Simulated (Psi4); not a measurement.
Torsional profile of SMILES OB(O)[SiH2][SiH3] (H₇BO₂Si₂). Scanned: dihedral O1–B2–Si4–Si5; all other coordinates were relaxed at B3LYP-D3(BJ)/def2-SVP. Points at φ and −φ are mirror images. Heavy atoms are numbered in the order of the SMILES OB(O)[SiH2][SiH3], hydrogens after them in the order of the atoms that carry them; the mirror image has the same energies with the sign of each dihedral reversed.

Methods: PBE/def2-TZVP // B3LYP-D3(BJ)/def2-SVP (Psi4); PBE-D3(BJ)/def2-TZVP // B3LYP-D3(BJ)/def2-SVP (Psi4); B3LYP-D3(BJ)/def2-TZVP // B3LYP-D3(BJ)/def2-SVP (Psi4); MP2/cc-pVTZ = DF-MP2 (frozen core)/cc-pVTZ // B3LYP-D3(BJ)/def2-SVP (Psi4).

Energies relative to the lowest point of each profile, in kcal/mol; the last columns give the difference from MP2:

| φ / ° | PBE/def2-TZVP | PBE-D3(BJ)/def2-TZVP | B3LYP-D3(BJ)/def2-TZVP | MP2/cc-pVTZ | PBE/def2-TZVP − MP2/cc-pVTZ | PBE-D3(BJ)/def2-TZVP − MP2/cc-pVTZ | B3LYP-D3(BJ)/def2-TZVP − MP2/cc-pVTZ |
|---|---|---|---|---|---|---|---|
| -150 | 0.49 | 0.43 | 0.34 | 0.25 | 0.23 | 0.18 | 0.09 |
| -120 | 0.20 | 0.18 | 0.14 | 0.09 | 0.11 | 0.09 | 0.05 |
| -90 | 0.00 | 0.00 | 0.00 | 0.00 | 0.00 | 0.00 | 0.00 |
| -60 | 0.17 | 0.15 | 0.12 | 0.08 | 0.10 | 0.08 | 0.05 |
| -30 | 0.48 | 0.43 | 0.34 | 0.25 | 0.23 | 0.18 | 0.09 |
| 0 | 0.62 | 0.56 | 0.45 | 0.34 | 0.28 | 0.22 | 0.11 |
| 30 | 0.48 | 0.43 | 0.34 | 0.25 | 0.23 | 0.18 | 0.09 |
| 60 | 0.17 | 0.15 | 0.12 | 0.08 | 0.10 | 0.08 | 0.05 |
| 90 | 0.00 | 0.00 | 0.00 | 0.00 | 0.00 | 0.00 | 0.00 |
| 120 | 0.20 | 0.18 | 0.14 | 0.09 | 0.11 | 0.09 | 0.05 |
| 150 | 0.49 | 0.43 | 0.34 | 0.25 | 0.23 | 0.18 | 0.09 |
| 180 | 0.62 | 0.56 | 0.44 | 0.33 | 0.28 | 0.22 | 0.11 |

PBE/def2-TZVP is furthest from MP2/cc-pVTZ at 0 (0.28 kcal/mol, above); its mean absolute difference over the points is 0.16 kcal/mol.

PBE-D3(BJ)/def2-TZVP is furthest from MP2/cc-pVTZ at 0 (0.22 kcal/mol, above); its mean absolute difference over the points is 0.12 kcal/mol.

B3LYP-D3(BJ)/def2-TZVP is furthest from MP2/cc-pVTZ at 0 (0.11 kcal/mol, above); its mean absolute difference over the points is 0.06 kcal/mol.
